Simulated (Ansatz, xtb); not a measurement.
## Relaxing a trial structure of FGeH6NP+

The starting geometry of this gas-phase singlet was built from a drawn formula by distance geometry and a force field; its bonds are those of `F[PH2+][NH2+][GeH2-]`.

```yaml
atoms:
  - { symbol: F, position_ang: [-0.7329, -1.4903, -2.1620] }
  - { symbol: Ge, position_ang: [1.5214, -0.3810, 1.4285] }
  - { symbol: N, position_ang: [0.2153, -0.2457, 0.1150] }
  - { symbol: P, position_ang: [0.4166, -1.5819, -1.0331] }
  - { symbol: H, position_ang: [1.6983, -1.4324, -1.6382] }
  - { symbol: H, position_ang: [0.3315, -2.8170, -0.3329] }
  - { symbol: H, position_ang: [-0.7081, -0.3725, 0.5690] }
  - { symbol: H, position_ang: [0.2738, 0.6415, -0.4064] }
  - { symbol: H, position_ang: [2.9171, -0.2122, 0.7778] }
  - { symbol: H, position_ang: [1.3076, 0.7616, 2.4518] }
```

Predict what becomes of its bonds when it is optimised with r2SCAN-D4/def2-SVP.

A new bond forms, giving a structure given below by its coordinates. Distances that change by over a tenth: Ge2–N3 (1.86 → 2.12 Å). Contacts that close: Ge2–P4 (2.95 → 2.39 Å).

The energy falls by 2.35 eV over 15 steps:

```csv
step,E − E(last) (eV)
1,2.353
3,0.720
4,0.444
6,0.203
7,0.125
9,0.029
10,0.005
12,0.001
13,0.000
15,0.000
```

Final geometry (Å):

```json
{"atom": "F", "x (Å)": "-0.5783", "y (Å)": "-1.6217", "z (Å)": "-1.8057"}
{"atom": "Ge", "x (Å)": "1.8104", "y (Å)": "-0.5409", "z (Å)": "1.0948"}
{"atom": "N", "x (Å)": "0.1505", "y (Å)": "0.0420", "z (Å)": "-0.0809"}
{"atom": "P", "x (Å)": "0.5969", "y (Å)": "-1.5810", "z (Å)": "-0.6874"}
{"atom": "H", "x (Å)": "1.6544", "y (Å)": "-1.6997", "z (Å)": "-1.6129"}
{"atom": "H", "x (Å)": "0.1461", "y (Å)": "-2.7210", "z (Å)": "0.0099"}
{"atom": "H", "x (Å)": "-0.7969", "y (Å)": "0.0940", "z (Å)": "0.3193"}
{"atom": "H", "x (Å)": "0.2294", "y (Å)": "0.7891", "z (Å)": "-0.7853"}
{"atom": "H", "x (Å)": "2.8036", "y (Å)": "0.5903", "z (Å)": "0.8086"}
{"atom": "H", "x (Å)": "1.2243", "y (Å)": "-0.4811", "z (Å)": "2.5092"}
```

From the same start GFN2-xTB ends elsewhere, differing in Ge2–N3 (2.58 against 2.12 Å here).

The end wasn't checked by frequencies. Run with Ansatz 0.2.0, 22 s on 2 threads of Intel(R) Xeon(R) 6975P-C (Granite Rapids) (shared host).
